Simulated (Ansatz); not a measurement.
Cost and result for the atomization energy of CH₅NO₂Si (10 atoms, 9 bonds).

```xyz
10

N     0.731   -0.605    0.849
C    -0.228    0.188    1.277
O    -1.030    0.787    0.542
Si   -1.168    0.684   -1.409
O     0.469    0.168   -1.681
H     1.353   -1.041    1.506
H     0.902   -0.623   -0.166
H    -0.320    0.314    2.361
H    -1.694   -0.737   -1.192
H     0.986    0.865   -2.087
```

The species carries charge 0 and has multiplicity 1. The bonds changed during the relaxation, so this is another structure than the one it started from. All single points use the PBE0-D4/def2-TZVP geometry. It is one conformer, not always the lowest. Program: Ansatz. All runs use 4 threads of an Arm Neoverse V2 on a shared host. Times are those of one run each, without the atoms' runs, and a repeat can differ threefold. Electronic energies, without spin–orbit coupling; frozen cores. CCSD(T)/CBS adds CCSD(T) − MP2 in def2-TZVPP to the MP2 limit, and its time is that of the two runs behind it. T1 = 0.016. B3LYP takes the VWN-RPA correlation (the form of Gaussian; ORCA's B3LYP/G).

CCSD(T)/CBS is a level of theory with its own doubt, some kJ/mol a heavy atom from the limit and from the frozen cores, so smaller differences don't rank the functionals.

| level | functions | wall time | atomization (kcal/mol) | difference from CCSD(T)/CBS | per bond |
| --- | --- | --- | --- | --- | --- |
| PBE-D4/def2-TZVPP (with forces) | 236 | 1.8 s | 920.3 | 27.3 | 3.0 |
| PBE0-D4/def2-TZVPP | 236 | 2 s | 890.1 | -2.9 | -0.3 |
| B3LYP-D4/def2-TZVPP (with forces) | 236 | 3 s | 895.3 | 2.3 | 0.3 |
| r2SCAN-D4/def2-TZVPP (with forces) | 236 | 3.6 s | 892.5 | -0.5 | 0.0 |
| B2PLYP/def2-TZVPP | 236 | 4 s | 883.6 | -9.4 | -1.0 |
| ωB97X-V/def2-TZVPP | 236 | 5.5 s | 895.7 | 2.7 | 0.3 |
| ωB97M-V/def2-TZVPP (with forces) | 236 | 8 s | 899.0 | 6.0 | 0.7 |
| MP2/def2-QZVPP | 448 | 15 s | 901.4 | 8.4 | 0.9 |
| CCSD(T)/def2-TZVPP | 236 | 100 s | 863.8 | -29.2 | -3.2 |
| CCSD(T)/CBS(def2) | – | 120 s | 893.0 | 0.0 | 0.0 |

From PBE to PBE0 (25 % exact exchange), in def2-TZVPP and without D4, the atomization energy moves by −29.5 kcal/mol: exact exchange takes away binding that semilocal exchange gives to molecules. The D4 term adds +8.0 kcal/mol with B3LYP and +4.2 kcal/mol with PBE0; it sums over pairs of atoms, weighted by their polarisabilities, and B3LYP, whose exchange is more repulsive, gets the larger term. In def2-TZVPP, CCSD(T) changes the Hartree–Fock value by +269.2 kcal/mol (the triples alone add +17.9 kcal/mol) and MP2 by +289.5 kcal/mol; breaking electron pairs costs correlation energy, which Hartree–Fock lacks.
